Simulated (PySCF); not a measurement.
## Vertical excitation energies

Compound: C₅H₁₁NO.
Z-matrix (Å and degrees, GFN2-xTB geometry), rows numbered from 1:
```
C 
C   1  1.5327
C   2  1.5290  1  109.42
C   2  1.5329  1  110.43  3   120.50
C   2  1.5350  1  109.65  3  -118.56
N   5  1.3544  2  115.10  1   -60.62
O   5  1.2099  2  123.65  1   119.39
H   1  1.0879  2  111.96  3  -176.18
H   1  1.0881  2  109.63  3   -56.31
H   1  1.0876  2  110.36  3    62.96
H   3  1.0873  2  110.47  1    60.59
H   3  1.0866  2  110.18  1   -59.93
H   3  1.0866  2  110.20  1  -178.82
H   4  1.0882  2  111.95  1    55.83
H   4  1.0879  2  110.37  1   176.76
H   4  1.0883  2  109.60  1   -64.02
H   6  1.0062  5  118.33  2   179.88
H   6  1.0025  5  123.01  2     0.08
```

Computed with TDDFT wB97X-D/def2-SVPD, vertical, gas phase, core orbitals frozen in the response in PySCF 2.14.0, density-fitted response routines.

| state | λ (nm) | E (eV) | f | \|μ\| (D) | symmetry | main configurations (H = HOMO, L = LUMO) |
| --- | --- | --- | --- | --- | --- | --- |
| S1 | 215.7 | 5.75 | 0.0008 | 0.19 | – | H→L+1 (95%) |
| S2 | 170.1 | 7.29 | 0.012 | 0.65 | A′ | H→L (76%), H→L+3 (9%) |
| S3 | 166.5 | 7.45 | 0.013 | 0.67 | A″ | H-1→L (75%), H-1→L+2 (20%) |
| S4 | 159.7 | 7.76 | 0.154 | 2.29 | A′ | H-1→L+1 (78%) |
| S5 | 147.8 | 8.39 | 0.038 | 1.09 | A′ | H→L+3 (72%), H→L (11%), H→L+5 (9%) |
| S6 | 146.1 | 8.48 | 0.115 | 1.89 | A′ | H→L+2 (76%) |
| S7 | 143.7 | 8.63 | 0.0004 | 0.10 | – | H-1→L+3 (47%), H-1→L+6 (16%), H-1→L+5 (14%) |
| S8 | 141.5 | 8.76 | 0.0005 | 0.12 | – | H→L+4 (72%), H→L+7 (22%) |

Triplets (Tamm–Dancoff): T1 5.29 eV, H→L+1 (94%); T2 5.81 eV, H-1→L+1 (92%); T3 7.23 eV, H→L (79%), H→L+3 (12%).

The lowest singlet lies at 5.75 eV (216 nm, ultraviolet) and is very weak; its leading configuration is HOMO→LUMO+1 (95%). The strongest level in the table is S4 at 7.76 eV (160 nm, f = 0.154). S1 has the pattern of n→π* at C=O. Of the 8 states listed, 5 reach f = 0.01 and 2 stay under 0.0005. Weighted by f, the mean energy of these states is 8.05 eV. The listed states span 3.02 eV, and the widest gap between neighbours is 1.54 eV (S1 to S2). No computed singlet lies in the visible range (380 to 750 nm); the lowest, at 216 nm, stands 2.48 eV above its violet end (3.26 eV). Symmetry labels in Cs follow from the direction of the transition dipole and are given only for states with f of 0.002 or more. The window holds the lowest 8 singlets.

One conformer stands for the species.
